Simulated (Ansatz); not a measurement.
Cost and result for the atomization energy of CH7ClFNOSi2 (`CN([SiH2]Cl)[SiH](O)F`) (14 atoms, 13 bonds).

Cartesian coordinates in Å:
```
C -0.501 1.629 -0.453
N -0.110 0.235 -0.220
Si 1.414 -0.321 -0.776
Cl 2.770 -0.463 0.789
Si -1.144 -0.771 0.706
O -0.306 -2.061 1.237
F -2.325 -1.382 -0.163
H -0.951 1.764 -1.440
H -1.230 1.949 0.296
H 0.358 2.299 -0.374
H 1.336 -1.678 -1.352
H 1.960 0.675 -1.724
H -1.787 0.035 1.763
H 0.516 -1.909 1.711
```

Total charge 0; spin multiplicity 1. The geometry is a stationary point of PBE0-D4/def2-TZVP. It is one conformer, not always the lowest. Program: Ansatz. All runs use 2 threads of an AMD EPYC 7R13 on a shared host and a share of an NVIDIA H100 80 GB. Times are those of one run each, without the atoms' runs, and a repeat can differ threefold. Electronic energies, without spin–orbit coupling; frozen cores. CCSD(T)/CBS adds CCSD(T) − MP2 in def2-TZVPP to the MP2 limit, and its time is that of the two runs behind it. T1 = 0.011. B3LYP takes the VWN-RPA correlation (the form of Gaussian; ORCA's B3LYP/G).

CCSD(T)/CBS is a level of theory with its own doubt, some kJ/mol a heavy atom from the limit and from the frozen cores, so smaller differences don't rank the functionals.

| level | functions | wall time |
| --- | --- | --- |
| PBE-D4/def2-TZVPP (with forces) | 348 | 6 s |
| PBE0-D4/def2-TZVPP | 348 | 6.5 s |
| B2PLYP/def2-TZVPP | 348 | 7.5 s |
| r2SCAN-D4/def2-TZVPP (with forces) | 348 | 8.5 s |
| B3LYP-D4/def2-TZVPP (with forces) | 348 | 8.5 s |
| ωB97X-V/def2-TZVPP | 348 | 9 s |
| ωB97M-V/def2-TZVPP (with forces) | 348 | 14 s |
| MP2/def2-QZVPP | 648 | 14 s |
| CCSD(T)/def2-TZVPP | 348 | 23 s |
| CCSD(T)/CBS(def2) | – | 36 s |

(1) What atomization energy does each give, and how far from CCSD(T)/CBS? (An estimate is asked.)

Results:

(1) Ansatz gave: 
```tsv
level	atomization (kcal/mol)	difference from CCSD(T)/CBS	per bond
PBE-D4/def2-TZVPP (with forces)	1263.6	5.9	0.5
PBE0-D4/def2-TZVPP	1243.9	-13.8	-1.1
B2PLYP/def2-TZVPP	1236.5	-21.2	-1.6
r2SCAN-D4/def2-TZVPP (with forces)	1252.4	-5.3	-0.4
B3LYP-D4/def2-TZVPP (with forces)	1248.7	-9.0	-0.7
ωB97X-V/def2-TZVPP	1259.2	1.5	0.1
ωB97M-V/def2-TZVPP (with forces)	1258.5	0.8	0.1
MP2/def2-QZVPP	1268.8	11.1	0.9
CCSD(T)/def2-TZVPP	1219.1	-38.6	-3.0
CCSD(T)/CBS(def2)	1257.7	0.0	0.0
```

From PBE to PBE0 (25 % exact exchange), in def2-TZVPP and without D4, the atomization energy moves by −18.3 kcal/mol: exact exchange takes away binding that semilocal exchange gives to molecules. The D4 term adds +15.8 kcal/mol with B3LYP and +8.4 kcal/mol with PBE0; it sums over pairs of atoms, weighted by their polarisabilities, and B3LYP, whose exchange is more repulsive, gets the larger term. In def2-TZVPP, CCSD(T) changes the Hartree–Fock value by +305.8 kcal/mol (the triples alone add +18.0 kcal/mol) and MP2 by +332.2 kcal/mol; breaking electron pairs costs correlation energy, which Hartree–Fock lacks.
